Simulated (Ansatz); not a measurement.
```yaml
crystal:
  periodic: [false, false, false]
  atoms:
    - {symbol: O, position_ang: [-0.816923, 0.749084, -0.343027]}
    - {symbol: S, position_ang: [0.353984, 0.499986, 0.518148]}
    - {symbol: O, position_ang: [1.399536, 1.513273, 0.706318]}
    - {symbol: O, position_ang: [1.012905, -0.981124, 0.214557]}
    - {symbol: C, position_ang: [-0.277870, -0.029340, 2.235864]}
    - {symbol: F, position_ang: [0.701852, -0.707138, 2.861619]}
    - {symbol: F, position_ang: [-1.325752, -0.860483, 2.033976]}
    - {symbol: C, position_ang: [-0.711249, 1.197734, 3.101754]}
    - {symbol: F, position_ang: [0.442593, 1.790843, 3.528450]}
    - {symbol: F, position_ang: [-1.318951, 0.654244, 4.209949]}
    - {symbol: C, position_ang: [-1.603567, 2.218227, 2.415319]}
    - {symbol: C, position_ang: [-3.002281, 1.682729, 1.973248]}
    - {symbol: C, position_ang: [-3.971938, 2.730089, 2.559920]}
    - {symbol: C, position_ang: [-3.757523, 4.076343, 1.826770]}
    - {symbol: C, position_ang: [-2.389558, 4.574983, 2.395022]}
    - {symbol: C, position_ang: [-1.962745, 3.424089, 3.334226]}
    - {symbol: C, position_ang: [-3.322166, 3.003339, 3.932658]}
    - {symbol: H, position_ang: [-1.015997, 2.586065, 1.549990]}
    - {symbol: H, position_ang: [-3.070211, 1.575141, 0.874074]}
    - {symbol: H, position_ang: [-3.202842, 0.688732, 2.418024]}
    - {symbol: H, position_ang: [-5.025323, 2.388706, 2.575541]}
    - {symbol: H, position_ang: [-3.744116, 3.946614, 0.725544]}
    - {symbol: H, position_ang: [-4.575046, 4.788156, 2.059593]}
    - {symbol: H, position_ang: [-1.635546, 4.773677, 1.607060]}
    - {symbol: H, position_ang: [-2.511715, 5.512633, 2.973957]}
    - {symbol: H, position_ang: [-1.158946, 3.691720, 4.044807]}
    - {symbol: H, position_ang: [-3.262377, 2.107037, 4.579295]}
    - {symbol: H, position_ang: [-3.810955, 3.824606, 4.496178]}
    - {symbol: C, position_ang: [3.366544, 2.000228, -2.928832]}
    - {symbol: C, position_ang: [1.996345, 1.807717, -3.157473]}
    - {symbol: C, position_ang: [1.341123, 0.687676, -2.626701]}
    - {symbol: C, position_ang: [2.053921, -0.259516, -1.864949]}
    - {symbol: C, position_ang: [1.335750, -1.415767, -1.163860]}
    - {symbol: C, position_ang: [0.060550, -1.909772, -1.858571]}
    - {symbol: C, position_ang: [0.016268, -2.048646, -3.259815]}
    - {symbol: C, position_ang: [-1.112307, -2.594524, -3.887882]}
    - {symbol: C, position_ang: [-2.212541, -3.013252, -3.124965]}
    - {symbol: C, position_ang: [-2.171427, -2.882733, -1.728665]}
    - {symbol: C, position_ang: [-1.042744, -2.340291, -1.099525]}
    - {symbol: C, position_ang: [2.247089, -2.635342, -0.950348]}
    - {symbol: C, position_ang: [2.898926, -3.208024, -2.060644]}
    - {symbol: C, position_ang: [3.704000, -4.342936, -1.905690]}
    - {symbol: C, position_ang: [3.869509, -4.925238, -0.637917]}
    - {symbol: C, position_ang: [3.225095, -4.357366, 0.469651]}
    - {symbol: C, position_ang: [2.417545, -3.218545, 0.317844]}
    - {symbol: C, position_ang: [3.426971, -0.051192, -1.628007]}
    - {symbol: C, position_ang: [4.079328, 1.068784, -2.157711]}
    - {symbol: H, position_ang: [3.878575, 2.881206, -3.345036]}
    - {symbol: H, position_ang: [1.426542, 2.539237, -3.750177]}
    - {symbol: H, position_ang: [0.261815, 0.561355, -2.786057]}
    - {symbol: H, position_ang: [0.866858, -1.717720, -3.872932]}
    - {symbol: H, position_ang: [-1.130456, -2.689028, -4.984425]}
    - {symbol: H, position_ang: [-3.100099, -3.438304, -3.617745]}
    - {symbol: H, position_ang: [-3.028376, -3.205480, -1.117886]}
    - {symbol: H, position_ang: [-1.023735, -2.238437, -0.007404]}
    - {symbol: H, position_ang: [2.785494, -2.755356, -3.056332]}
    - {symbol: H, position_ang: [4.209072, -4.774746, -2.783236]}
    - {symbol: H, position_ang: [4.502087, -5.817466, -0.515857]}
    - {symbol: H, position_ang: [3.351685, -4.800063, 1.469634]}
    - {symbol: H, position_ang: [1.925182, -2.771292, 1.190884]}
    - {symbol: H, position_ang: [3.986066, -0.773070, -1.015626]}
    - {symbol: H, position_ang: [5.152071, 1.217900, -1.962578]}
basis:
  gaussian: {orbitals: def2-SVP, fitting: {mean_field: def2-universal-jkfit}, nuclear_model: gaussian}
total_charge: -1
magnetization: {spin_polarized: true, initial_magnetization: 1}
hamiltonian: {xc: {name: B97}}
scf: {lower_state_search: light}
output: {forces: true}
```

```sh
$ ansatz run in.yaml --threads 2 --pin off --events-out ev --progress --plain --max-ram 32768MiB --backend cuda --devices 0, --max-vram 18GiB
```

It prints (some lines left out):

```
Functional definition: B97
3235 factors; integrals over basis functions are off by at most 2.2e-1 eV
mean field evaluation 1: about -57206.9075 eV, gradient 9.2e1 eV
mean field evaluation 2: about -56963.2362 eV, gradient 2.2e2 eV
mean field evaluation 4: about -57244.6806 eV, gradient 1.7e1 eV
mean field evaluation 8: about -57246.3856 eV, gradient 2.0e0 eV
mean field evaluation 16: about -57246.4381 eV, gradient 6.3e-2 eV
mean field evaluation 32: about -57246.4384 eV, gradient 2.8e-4 eV
mean field evaluation 64: about -57246.4262 eV, gradient 1.3e0 eV
mean field evaluation 96: about -57246.3799 eV, gradient 1.1e-1 eV
mean field -57246.43840952 eV, -2103.7678085204 hartree, gradient 1.0e-5 eV, S^2 0.753524; 10 other end points of the search recorded, 0 dependent functions left out
reference -57246.43846727 eV, -2103.7678106425 hartree; 136, 135 occupied and 502, 503 virtual orbitals, 3235 factors
Total energy: -57246.43846727 eV, -2103.7678106425 hartree
Atom 0 force     0.453226     0.211538     0.674236 eV/Å
Atom 1 force     0.546069    -0.823306    -0.434812 eV/Å
Atom 2 force    -0.700823    -0.198790     0.075768 eV/Å
Atom 3 force    -0.603952     1.087389     1.165147 eV/Å
Atom 4 force    -0.120596     0.311260    -0.070445 eV/Å
Atom 5 force    -0.271069     0.188055    -0.056005 eV/Å
Atom 6 force     0.232810     0.201025     0.176657 eV/Å
Atom 7 force     0.372549    -0.539650     0.078015 eV/Å
Atom 8 force    -0.366555    -0.082878     0.013261 eV/Å
Atom 9 force     0.022723     0.219909     0.121097 eV/Å
Atom 10 force     0.150544     0.143282    -0.136083 eV/Å
Atom 11 force    -0.087553    -0.236343    -0.143166 eV/Å
Atom 12 force    -0.192396    -0.085031     0.000013 eV/Å
Atom 13 force    -0.178392     0.130876    -0.184644 eV/Å
Atom 14 force     0.137217     0.269213    -0.036436 eV/Å
Atom 15 force     0.151311     0.025418     0.112020 eV/Å
Atom 16 force    -0.109631     0.011836     0.280819 eV/Å
Atom 17 force    -0.137411    -0.100885     0.189286 eV/Å
Atom 18 force     0.028647     0.004624     0.216552 eV/Å
Atom 19 force     0.030419     0.193989    -0.106846 eV/Å
Atom 20 force     0.162582     0.064387    -0.005238 eV/Å
Atom 21 force     0.004137     0.027262     0.196841 eV/Å
Atom 22 force     0.121895    -0.092964    -0.034465 eV/Å
Atom 23 force    -0.144762    -0.037431     0.140824 eV/Å
Atom 24 force     0.005471    -0.127225    -0.097969 eV/Å
Atom 25 force    -0.152983    -0.035678    -0.127268 eV/Å
Atom 26 force    -0.017299     0.171358    -0.117651 eV/Å
Atom 27 force     0.061047    -0.122384    -0.068715 eV/Å
Atom 28 force     0.539953     0.507205    -0.218223 eV/Å
Atom 29 force    -0.633062    -0.278395     0.008951 eV/Å
Atom 30 force    -0.111743     0.716991    -0.345818 eV/Å
Atom 31 force    -0.519410    -1.128791    -0.248745 eV/Å
Atom 32 force     0.523183    -0.378505    -1.812232 eV/Å
Atom 33 force     0.657307     0.554612     0.372106 eV/Å
Atom 34 force    -0.279942    -0.165573    -0.618354 eV/Å
Atom 35 force     0.521034     0.233663    -0.151103 eV/Å
Atom 36 force    -0.610435    -0.267162    -0.128830 eV/Å
Atom 37 force     0.182541     0.000615     0.307844 eV/Å
Atom 38 force    -0.677689    -0.412539     0.269732 eV/Å
Atom 39 force    -0.220738     0.649891     0.073797 eV/Å
Atom 40 force     0.381478    -0.323070    -0.268540 eV/Å
Atom 41 force    -0.111783     0.287406    -0.366424 eV/Å
Atom 42 force     0.284987    -0.431126     0.215191 eV/Å
Atom 43 force    -0.231507     0.100984     0.140026 eV/Å
Atom 44 force     0.071491    -0.509092     0.488987 eV/Å
Atom 45 force     0.818490     0.370422     0.176533 eV/Å
Atom 46 force     0.005826    -0.346230     0.201753 eV/Å
Atom 47 force    -0.079324    -0.119833     0.088929 eV/Å
Atom 48 force     0.079086    -0.117090     0.070298 eV/Å
Atom 49 force     0.240240     0.035992     0.029252 eV/Å
Atom 50 force    -0.172222    -0.074024     0.141570 eV/Å
Atom 51 force     0.007285     0.019793     0.161413 eV/Å
Atom 52 force     0.136314     0.058090     0.080155 eV/Å
Atom 53 force     0.110377     0.054432    -0.090438 eV/Å
Atom 54 force    -0.030371    -0.038296    -0.266390 eV/Å
Atom 55 force     0.010096    -0.088083     0.227008 eV/Å
Atom 56 force    -0.081194     0.067627     0.132873 eV/Å
Atom 57 force    -0.099369     0.135955    -0.015537 eV/Å
Atom 58 force    -0.001482     0.063254    -0.144712 eV/Å
Atom 59 force     0.149495    -0.104427    -0.186208 eV/Å
Atom 60 force    -0.111832     0.173413    -0.110832 eV/Å
Atom 61 force    -0.144302    -0.026965    -0.034830 eV/Å
Dipole moment:    -1.112658     0.998801     1.147587 e Å
```

Hardware: 2 threads of AMD EPYC 7R13 on a shared host and a share (18 GiB) of an NVIDIA H100 80GB HBM3. Wall time 74 s, peak host memory 2.7 GiB.

The highest occupied level of an anion often lies above zero with these methods, and sets without diffuse functions describe the outer electron poorly.

The dipole of an ion depends on the origin.
